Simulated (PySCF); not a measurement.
Excitations are Tamm–Dancoff values on a coarser integration grid. The basis has no diffuse functions, so Rydberg states are missing or too high.

Z-matrix (Å, degrees):
```
C
H 1 1.0883
H 1 1.0907 2 109.36
H 1 1.0915 2 109.02 3 -117.52
In 1 2.1741 2 111.49 4 -120.81
H 5 1.7369 1 121.03 2 5.63
H 5 1.7381 6 119.28 1 -179.78
```
Charge 0, multiplicity 1.

Question: Predict the brightest of the four lowest singlets (TDA), dipole moment, LUMO, S1–T1 gap (TDA) and HOMO from PBE-D3(BJ)/def2-TZVP // B3LYP-D3(BJ)/def2-TZVP (PySCF).

Answer: 
The brightest of the four lowest singlets (TDA) is 6.49 eV and the dipole moment comes out as 0.146 e·Å. The LUMO is -2.29 eV. The S1–T1 gap (TDA) is 0.27 eV. The HOMO is -6.40 eV.
